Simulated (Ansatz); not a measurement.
Ansatz (a quantum-chemistry and plane-wave program) input file for Si(Me)2(NMe2)2 (C6H18N2Si), SMILES CN(C)[Si](C)(C)N(C)C, B3LYP-D3(BJ)/def2-SVP. 

Ansatz 0.2 input:
```yaml
crystal:
  periodic: [false, false, false]
  atoms:
    - {symbol: C, position_ang: [-1.78247713, -1.70393312, 0.80064647]}
    - {symbol: N, position_ang: [-1.42234039, -0.39240400, 0.33176246]}
    - {symbol: C, position_ang: [-2.16121675, 0.64675223, 1.00350239]}
    - {symbol: Si, position_ang: [0.00568170, -0.03185260, -0.56881195]}
    - {symbol: C, position_ang: [0.51182218, -1.60064489, -1.53456838]}
    - {symbol: C, position_ang: [-0.39211642, 1.36844070, -1.79551424]}
    - {symbol: N, position_ang: [1.25333050, 0.56309393, 0.48653365]}
    - {symbol: C, position_ang: [1.51953734, -0.07001619, 1.75554008]}
    - {symbol: C, position_ang: [2.39414087, 1.30031983, 0.00075424]}
    - {symbol: H, position_ang: [-1.58572856, -1.82040249, 1.87519690]}
    - {symbol: H, position_ang: [-2.85161017, -1.87940183, 0.63838474]}
    - {symbol: H, position_ang: [-1.22058067, -2.45907499, 0.26210385]}
    - {symbol: H, position_ang: [-3.23632737, 0.49429731, 0.86194473]}
    - {symbol: H, position_ang: [-1.95858752, 0.65282804, 2.08187303]}
    - {symbol: H, position_ang: [-1.88603004, 1.61362973, 0.59557763]}
    - {symbol: H, position_ang: [-0.31296087, -2.02419414, -2.09782256]}
    - {symbol: H, position_ang: [0.89664139, -2.37192657, -0.87384351]}
    - {symbol: H, position_ang: [1.30103380, -1.36370268, -2.24179645]}
    - {symbol: H, position_ang: [-0.34467226, 2.34488904, -1.32562125]}
    - {symbol: H, position_ang: [0.30295869, 1.37134521, -2.62808276]}
    - {symbol: H, position_ang: [-1.38804745, 1.24690580, -2.20683988]}
    - {symbol: H, position_ang: [2.33556322, -0.80090584, 1.68645894]}
    - {symbol: H, position_ang: [1.80259963, 0.68437242, 2.49621290]}
    - {symbol: H, position_ang: [0.62614630, -0.58135928, 2.10049846]}
    - {symbol: H, position_ang: [3.26031175, 0.64700235, -0.16448056]}
    - {symbol: H, position_ang: [2.14356880, 1.78678042, -0.93636334]}
    - {symbol: H, position_ang: [2.68110646, 2.06451288, 0.72973015]}
basis:
  gaussian:
    orbitals: def2-SVP
hamiltonian:
  xc: b3lyp
  dispersion: d3bj
relax: {f_tol: 0.002, max_steps: 200}
```

Program output:

```
WARN ansatz: RAYON_NUM_THREADS=2 ignored (pool sized by the plan → 2); use --threads N
Functional definition: B3LYP
integrals: 0.43 GiB planned
2476 factors; integrals over basis functions are off by at most 3.7e-4 eV
mean field: 1.75 GiB planned
mean field evaluation 1: about -17344.6815 eV, gradient 9.4e1 eV
mean field evaluation 2: about -17332.3919 eV, gradient 1.2e2 eV
mean field evaluation 4: about -17365.9846 eV, gradient 5.3e0 eV
mean field evaluation 8: about -17366.0862 eV, gradient 2.0e-1 eV
mean field evaluation 16: about -17366.0862 eV, gradient 3.7e-5 eV
mean field -17366.08624831 eV, -638.1918984694 hartree, gradient 3.7e-5 eV, S^2 0.000000; 0 other end points of the search recorded, 0 dependent functions left out
the calculation of the forces begins
reference -17366.08656148 eV, -638.1919099781 hartree; 41, 41 occupied and 179, 179 virtual orbitals, 2476 factors
relax step   1: F+E_penalty+E_count = -17367.35374291 eV  Δ(F+E_penalty+E_count) = +0.000e0 eV  max|allowed force component| = 9.159e-1 eV/Å  Δτ_max = 0.0000 Å  (26 SCF iters, accepted)
these checks for a lower state are left out or cut short: starts, cluster_reference, orbital_swaps, neighbouring_geometries, increment
integrals: 0.43 GiB planned
2476 factors; integrals over basis functions are off by at most 3.8e-4 eV
mean field: 1.75 GiB planned
mean field -17366.20275901 eV, -638.1961801584 hartree, gradient 2.5e-5 eV, S^2 0.000000; 0 other end points of the search recorded, 0 dependent functions left out
the calculation of the forces begins
reference -17366.20307349 eV, -638.1961917156 hartree; 41, 41 occupied and 179, 179 virtual orbitals, 2476 factors
relax step   2: F+E_penalty+E_count = -17367.46453580 eV  Δ(F+E_penalty+E_count) = -1.108e-1 eV  max|allowed force component| = 4.686e-1 eV/Å  Δτ_max = 0.0657 Å  (29 SCF iters, accepted)
these checks for a lower state are left out or cut short: starts, cluster_reference, orbital_swaps, neighbouring_geometries, increment
integrals: 0.43 GiB planned
2476 factors; integrals over basis functions are off by at most 3.9e-4 eV
mean field: 1.75 GiB planned
mean field -17366.21998137 eV, -638.1968130687 hartree, gradient 2.7e-5 eV, S^2 0.000000; 0 other end points of the search recorded, 0 dependent functions left out
the calculation of the forces begins
reference -17366.22029707 eV, -638.1968246704 hartree; 41, 41 occupied and 179, 179 virtual orbitals, 2476 factors
relax step   3: F+E_penalty+E_count = -17367.47915296 eV  Δ(F+E_penalty+E_count) = -1.462e-2 eV  max|allowed force component| = 1.240e-1 eV/Å  Δτ_max = 0.0785 Å  (28 SCF iters, accepted)
these checks for a lower state are left out or cut short: starts, cluster_reference, orbital_swaps, neighbouring_geometries, increment
integrals: 0.43 GiB planned
2476 factors; integrals over basis functions are off by at most 4.0e-4 eV
mean field: 1.75 GiB planned
mean field evaluation 32: about -17366.1059 eV, gradient 4.3e0 eV
mean field -17366.21682102 eV, -638.1966969280 hartree, gradient 1.0e-5 eV, S^2 0.000000; 0 other end points of the search recorded, 0 dependent functions left out
the calculation of the forces begins
reference -17366.21713658 eV, -638.1967085245 hartree; 41, 41 occupied and 179, 179 virtual orbitals, 2476 factors
relax step   4: F+E_penalty+E_count = -17367.47920623 eV  Δ(F+E_penalty+E_count) = -5.327e-5 eV  max|allowed force component| = 1.662e-1 eV/Å  Δτ_max = 0.0950 Å  (28 SCF iters, accepted)
these checks for a lower state are left out or cut short: starts, cluster_reference, orbital_swaps, neighbouring_geometries, increment
integrals: 0.43 GiB planned
2476 factors; integrals over basis functions are off by at most 3.9e-4 eV
mean field: 1.75 GiB planned
mean field -17366.22599864 eV, -638.1970341992 hartree, gradient 6.6e-6 eV, S^2 0.000000; 0 other end points of the search recorded, 0 dependent functions left out
the calculation of the forces begins
reference -17366.22631478 eV, -638.1970458173 hartree; 41, 41 occupied and 179, 179 virtual orbitals, 2476 factors
relax step   5: F+E_penalty+E_count = -17367.48557064 eV  Δ(F+E_penalty+E_count) = -6.364e-3 eV  max|allowed force component| = 7.901e-2 eV/Å  Δτ_max = 0.0465 Å  (29 SCF iters, accepted)
these checks for a lower state are left out or cut short: starts, cluster_reference, orbital_swaps, neighbouring_geometries, increment
integrals: 0.43 GiB planned
2476 factors; integrals over basis functions are off by at most 3.9e-4 eV
[...]
integrals: 0.43 GiB planned
2476 factors; integrals over basis functions are off by at most 4.1e-4 eV
mean field: 1.75 GiB planned
mean field -17366.26410056 eV, -638.1984344191 hartree, gradient 6.6e-5 eV, S^2 0.000000; 0 other end points of the search recorded, 0 dependent functions left out
the calculation of the forces begins
reference -17366.26441643 eV, -638.1984460271 hartree; 41, 41 occupied and 179, 179 virtual orbitals, 2476 factors
relax step  17: F+E_penalty+E_count = -17367.51922967 eV  Δ(F+E_penalty+E_count) = -1.318e-4 eV  max|allowed force component| = 1.598e-2 eV/Å  Δτ_max = 0.0213 Å  (25 SCF iters, accepted)
these checks for a lower state are left out or cut short: starts, cluster_reference, orbital_swaps, neighbouring_geometries, increment
integrals: 0.43 GiB planned
2476 factors; integrals over basis functions are off by at most 4.1e-4 eV
mean field: 1.75 GiB planned
mean field -17366.26396526 eV, -638.1984294468 hartree, gradient 9.9e-6 eV, S^2 0.000000; 0 other end points of the search recorded, 0 dependent functions left out
the calculation of the forces begins
reference -17366.26428110 eV, -638.1984410539 hartree; 41, 41 occupied and 179, 179 virtual orbitals, 2476 factors
relax step  18: F+E_penalty+E_count = -17367.51926504 eV  Δ(F+E_penalty+E_count) = -3.536e-5 eV  max|allowed force component| = 3.424e-3 eV/Å  Δτ_max = 0.0074 Å  (22 SCF iters, accepted)
these checks for a lower state are left out or cut short: starts, cluster_reference, orbital_swaps, neighbouring_geometries, increment
integrals: 0.43 GiB planned
2476 factors; integrals over basis functions are off by at most 4.1e-4 eV
mean field: 1.75 GiB planned
mean field -17366.26396536 eV, -638.1984294503 hartree, gradient 7.9e-5 eV, S^2 0.000000; 0 other end points of the search recorded, 0 dependent functions left out
the calculation of the forces begins
reference -17366.26428121 eV, -638.1984410576 hartree; 41, 41 occupied and 179, 179 virtual orbitals, 2476 factors
relax step  19: F+E_penalty+E_count = -17367.51927282 eV  Δ(F+E_penalty+E_count) = -7.786e-6 eV  max|allowed force component| = 3.397e-3 eV/Å  Δτ_max = 0.0034 Å  (19 SCF iters, accepted)
these checks for a lower state are left out or cut short: starts, cluster_reference, orbital_swaps, neighbouring_geometries, increment
integrals: 0.43 GiB planned
2476 factors; integrals over basis functions are off by at most 4.1e-4 eV
mean field: 1.75 GiB planned
mean field evaluation 128: about -17366.2640 eV, gradient 1.6e-4 eV
mean field -17366.26403059 eV, -638.1984318475 hartree, gradient 1.3e-5 eV, S^2 0.000000; 0 other end points of the search recorded, 0 dependent functions left out
the calculation of the forces begins
reference -17366.26434646 eV, -638.1984434556 hartree; 41, 41 occupied and 179, 179 virtual orbitals, 2476 factors
relax step  20: F+E_penalty+E_count = -17367.51927871 eV  Δ(F+E_penalty+E_count) = -5.885e-6 eV  max|allowed force component| = 3.049e-3 eV/Å  Δτ_max = 0.0046 Å  (22 SCF iters, accepted)
these checks for a lower state are left out or cut short: starts, cluster_reference, orbital_swaps, neighbouring_geometries, increment
integrals: 0.43 GiB planned
2476 factors; integrals over basis functions are off by at most 4.1e-4 eV
mean field: 1.75 GiB planned
mean field -17366.26403669 eV, -638.1984320717 hartree, gradient 5.7e-5 eV, S^2 0.000000; 0 other end points of the search recorded, 0 dependent functions left out
the calculation of the forces begins
reference -17366.26435257 eV, -638.1984436804 hartree; 41, 41 occupied and 179, 179 virtual orbitals, 2476 factors
relax step  21: F+E_penalty+E_count = -17367.51928024 eV  Δ(F+E_penalty+E_count) = -1.531e-6 eV  max|allowed force component| = 2.976e-3 eV/Å  Δτ_max = 0.0025 Å  (19 SCF iters, accepted)
these checks for a lower state are left out or cut short: starts, cluster_reference, orbital_swaps, neighbouring_geometries, increment
integrals: 0.43 GiB planned
2476 factors; integrals over basis functions are off by at most 4.1e-4 eV
mean field: 1.75 GiB planned
mean field -17366.26405324 eV, -638.1984326801 hartree, gradient 1.6e-5 eV, S^2 0.000000; 0 other end points of the search recorded, 0 dependent functions left out
the calculation of the forces begins
reference -17366.26436913 eV, -638.1984442888 hartree; 41, 41 occupied and 179, 179 virtual orbitals, 2476 factors
relax step  22: F+E_penalty+E_count = -17367.51928098 eV  Δ(F+E_penalty+E_count) = -7.452e-7 eV  max|allowed force component| = 7.316e-4 eV/Å  Δτ_max = 0.0007 Å  (18 SCF iters, accepted)
integrals: 0.43 GiB planned
2476 factors; integrals over basis functions are off by at most 4.1e-4 eV
mean field: 1.75 GiB planned
mean field -17366.26405324 eV, -638.1984326801 hartree, gradient 1.6e-5 eV, S^2 0.000000; 1 other end points of the search recorded, 0 dependent functions left out
the calculation of the forces begins
reference -17366.26436913 eV, -638.1984442888 hartree; 41, 41 occupied and 179, 179 virtual orbitals, 2476 factors
Total energy: -17367.51959687 eV, -638.2445730575 hartree
Atom 0 at    -2.172747    -1.589052     0.456283 Å, force    -0.000131     0.000041     0.000079 eV/Å
Atom 1 at    -1.293368    -0.445617     0.539753 Å, force    -0.000006    -0.000063    -0.000164 eV/Å
Atom 2 at    -1.804896     0.617329     1.379538 Å, force     0.000066    -0.000050     0.000044 eV/Å
Atom 3 at     0.040825    -0.128158    -0.543514 Å, force     0.000122     0.000452     0.000192 eV/Å
Atom 4 at     0.562895    -1.764670    -1.319535 Å, force    -0.000141    -0.000125    -0.000112 eV/Å
Atom 5 at    -0.397855     1.084989    -1.917823 Å, force     0.000117     0.000058    -0.000182 eV/Å
Atom 6 at     1.295459     0.595234     0.434796 Å, force     0.000105    -0.000732    -0.000080 eV/Å
Atom 7 at     1.728599    -0.064407     1.648921 Å, force    -0.000088     0.000242    -0.000281 eV/Å
Atom 8 at     2.195457     1.634375    -0.010035 Å, force     0.000064     0.000147     0.000032 eV/Å
Atom 9 at    -2.374078    -2.012935     1.460443 Å, force    -0.000040    -0.000011     0.000029 eV/Å
Atom 10 at    -3.160276    -1.339965     0.011989 Å, force     0.000090    -0.000005    -0.000017 eV/Å
Atom 11 at    -1.728387    -2.388092    -0.153129 Å, force     0.000072     0.000052    -0.000020 eV/Å
Atom 12 at    -2.761767     1.037840     1.003764 Å, force     0.000079     0.000035    -0.000044 eV/Å
Atom 13 at    -1.992588     0.258632     2.411010 Å, force    -0.000012     0.000042     0.000109 eV/Å
Atom 14 at    -1.072771     1.436283     1.442845 Å, force    -0.000090    -0.000118    -0.000036 eV/Å
Atom 15 at    -0.203189    -2.184878    -1.991285 Å, force     0.000026    -0.000010     0.000028 eV/Å
Atom 16 at     0.800010    -2.521331    -0.554334 Å, force     0.000017     0.000036    -0.000013 eV/Å
Atom 17 at     1.473538    -1.599969    -1.918936 Å, force     0.000016     0.000050     0.000067 eV/Å
Atom 18 at    -0.680657     2.071339    -1.516032 Å, force    -0.000014    -0.000044     0.000085 eV/Å
Atom 19 at     0.422532     1.231138    -2.639156 Å, force    -0.000092     0.000023    -0.000017 eV/Å
Atom 20 at    -1.263255     0.692121    -2.476757 Å, force    -0.000100    -0.000063    -0.000015 eV/Å
Atom 21 at     2.703739    -0.582900     1.530886 Å, force    -0.000050     0.000076     0.000041 eV/Å
Atom 22 at     1.846283     0.660106     2.478997 Å, force    -0.000005    -0.000035     0.000124 eV/Å
Atom 23 at     0.981541    -0.808472     1.963534 Å, force     0.000118     0.000065     0.000008 eV/Å
Atom 24 at     3.208572     1.249514    -0.255379 Å, force    -0.000222    -0.000001     0.000142 eV/Å
Atom 25 at     1.807700     2.138775    -0.905892 Å, force     0.000080    -0.000133     0.000057 eV/Å
Atom 26 at     2.330430     2.408121     0.772025 Å, force     0.000018     0.000071    -0.000055 eV/Å
Dipole moment:     0.001080    -0.005358    -0.026620 e Å
```

The calculation finished and met its thresholds.

Cost: very roughly 10 core-minutes.
